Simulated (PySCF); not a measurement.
C₈H₅FS₂, SMILES c1ccsc1-c1c(ccs1)F, singlet, GFN2-xTB optimised geometry.

```
16

F      0.55    -2.44     0.00
C      1.26    -1.31     0.00
C      2.67    -1.31     0.00
C      3.17    -0.05     0.00
S      1.93     1.15     0.00
C      0.68    -0.06     0.00
C     -0.70     0.29     0.00
C     -1.24     1.55     0.00
C     -2.64     1.55     0.00
C     -3.16     0.30     0.00
S     -1.95    -0.92     0.00
H      3.26    -2.21     0.00
H      4.20     0.26     0.00
H     -0.63     2.44     0.00
H     -3.24     2.44     0.00
H     -4.20     0.00     0.00
```

Density from PBE0/def2-TZVP (PySCF) at that geometry.

Minimum of the electron density along straight lines between bonded atoms, close to the bond critical point (lines longer than 1.1 times the sum of covalent radii, or with two minima, are not listed):

```csv
bond,length / Å,ρ at the minimum / e bohr⁻³,∇²ρ there / e bohr⁻⁵,position (fraction from the first atom)
F1–C2,1.343,0.265,-0.02,0.67
C2–C3,1.408,0.309,-0.90,0.52
C3–C4,1.357,0.334,-0.98,0.49
C4–S5,1.720,0.216,-0.45,0.48
C2–C6,1.374,0.328,-0.95,0.51
S5–C6,1.739,0.209,-0.42,0.52
C6–C7,1.429,0.293,-0.84,0.51
C7–C8,1.372,0.325,-0.94,0.52
C8–C9,1.406,0.308,-0.89,0.50
C9–C10,1.360,0.333,-0.98,0.49
C7–S11,1.740,0.209,-0.42,0.48
C10–S11,1.716,0.219,-0.46,0.48
C3–H12,1.074,0.289,-1.05,0.65
C4–H13,1.071,0.292,-1.06,0.65
C8–H14,1.075,0.288,-1.03,0.65
C9–H15,1.075,0.289,-1.04,0.65
C10–H16,1.072,0.291,-1.06,0.65
```
